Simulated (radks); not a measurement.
Question: The mean radii <r> (bohr) of the occupied orbitals of an atom or ion are listed with their occupations. Calculated with a radial shooting solver on a logarithmic mesh with Libxc functionals: non-relativistic Kohn-Sham, r2SCAN, spin-polarised, spherical densities, point nucleus; meta-GGA in the generalised Kohn-Sham scheme.

orbital  occ.     <r>
1s up       1  0.5766
1s down     1  0.5792
2s up       1   3.806

Name the element and its charge. Open shells, if any, are filled with parallel spins first.

Answer: Z = 3, lithium, charge 0: Li in [He] 2s1. The 1s radius gives Z: for a bare nucleus <r> = 1.5/Z, 0.5 bohr for Z = 3, and screening makes it slightly larger (0.5766 here). The occupations add up to 3, and the charge is Z minus that.
